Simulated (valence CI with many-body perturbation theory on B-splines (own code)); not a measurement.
The numbers below are computed, except where a source is named.
**Cd XVIII: what each term of the Hamiltonian does**

Level of theory: configuration interaction combined with many-body perturbation theory (CI+MBPT): three valence electrons over a frozen Dirac-Fock core [Ar] 3d10, a basis of 11 s, 11 p, 9 d, 7 f, 5 g, 2 h, 1 i functions for each j, with the one-electron correlation potential Σ1, the two-electron term Σ2, the three-electron term Σ3, Breit, model QED; selected CI, second order for the rest (own B-spline code, finite nucleus).

No measured levels were compared; by estimate levels hold to about 250 cm⁻¹ or 0.2 % of their energy and the worst to 1 %, as in measured heavy ions of charge 2 to 7; those with d or f electrons hold less well.

Each rung adds one term. CI alone is the Dirac-Coulomb CI over the frozen core; QED comes last and gives the full result, which names the levels. Energies are above 4s²4p ²P°_1/2 on the same rung, in eV.

Names give the largest LS component (configuration and term), which can be under half, so a name can repeat, a term be missing and a line seem to break the LS rules; names also repeat where a configuration has a term twice. Letters in brackets count levels of one name in rising energy.

```
             Level  CI alone      Σ1      Σ2      Σ3   Breit     QED    Full
     4s²4p ²P°_3/2      8.53  +0.085  +0.028  +0.001  -0.127  +0.016    8.54
      4s4p² ⁴P_1/2     36.27  +0.050  +0.335  +0.007  +0.088  -0.171   36.58
      4s4p² ⁴P_3/2     41.11  +0.110  +0.422  +0.009  -0.007  -0.159   41.48
      4s4p² ⁴P_5/2     44.12  +0.126  +0.354  +0.008  -0.036  -0.155   44.42
      4s4p² ²D_3/2     50.35  +0.130  +0.056  +0.003  -0.032  -0.151   50.36
      4s4p² ²D_5/2     53.54  +0.183  +0.216  +0.006  -0.122  -0.140   53.68
      4s4p² ²P_1/2     55.27  +0.119  -0.569  -0.006  +0.014  -0.163   54.66
      4s4p² ²S_1/2     63.60  +0.202  -0.390  -0.007  -0.113  -0.146   63.14
      4s4p² ²P_3/2     64.93  +0.202  -0.727  -0.004  -0.115  -0.146   64.14
      4s²4d ²D_3/2     79.71  +0.143  -0.566  -0.001  -0.219  -0.011   79.06
      4s²4d ²D_5/2     81.17  +0.164  -0.549  -0.001  -0.271  -0.005   80.51
   4p³ ⁴S°_3/2 [a]     91.19  +0.160  -0.217  +0.006  +0.091  -0.327   90.90
   4p³ ⁴S°_3/2 [b]     96.75  +0.233  -0.128  +0.009  -0.023  -0.311   96.53
       4p³ ²D°_5/2     97.08  +0.230  +0.125  +0.010  -0.045  -0.299   97.10
       4p³ ²P°_1/2    103.32  +0.244  -0.282   0.000  -0.027  -0.309  102.95
    4s4p4d ⁴F°_3/2    107.42  +0.164  +0.346  +0.015  -0.111  -0.194  107.64
       4p³ ²P°_3/2    108.67  +0.301  -0.076  +0.005  -0.144  -0.270  108.49
    4s4p4d ⁴F°_5/2    109.22  +0.171  +0.353  +0.017  -0.140  -0.175  109.44
    4s4p4d ⁴F°_7/2    112.00  +0.200  +0.338  +0.017  -0.197  -0.168  112.19
    4s4p4d ⁴P°_5/2    114.37  +0.184  -0.116  +0.009  -0.155  -0.175  114.12
    4s4p4d ⁴D°_3/2    115.24  +0.184  -0.184  +0.008  -0.143  -0.174  114.93
    4s4p4d ⁴D°_1/2    115.70  +0.180  -0.240  +0.008  -0.130  -0.174  115.34
    4s4p4d ⁴F°_9/2    116.77  +0.258  +0.440  +0.018  -0.294  -0.156  117.04
4s4p4d ²F°_5/2 [a]    119.58  +0.207  -0.166  +0.002  -0.168  -0.177  119.27
4s4p4d ²D°_3/2 [a]    120.18  +0.228  -0.235  +0.005  -0.184  -0.179  119.81
    4s4p4d ⁴P°_1/2    120.80  +0.244  -0.023  +0.009  -0.228  -0.161  120.64
    4s4p4d ⁴D°_7/2    121.27  +0.249  -0.156  +0.010  -0.261  -0.160  120.95
    4s4p4d ⁴D°_5/2    121.33  +0.240  -0.140  +0.007  -0.232  -0.162  121.05
    4s4p4d ⁴P°_3/2    121.30  +0.247  -0.093  +0.008  -0.239  -0.162  121.06
4s4p4d ²D°_5/2 [a]    123.65  +0.260  -0.127  +0.007  -0.265  -0.162  123.36
4s4p4d ²F°_7/2 [a]    128.10  +0.272  -0.099   0.000  -0.275  -0.157  127.85
```

The middle columns are the shifts that each term adds.

**Question.** How does the ionisation energy move along the ladder, and which term matters most?

**Answer.** CI alone 449.74, + Σ1 451.08, + Σ2 450.89, + Σ3 450.86, + Breit 450.53, + QED 450.55 eV. The largest step is Σ1, 1.35 eV. NIST lists 452.6 ± 0.3 eV (semi-empirical), further off than its uncertainty and the later steps.
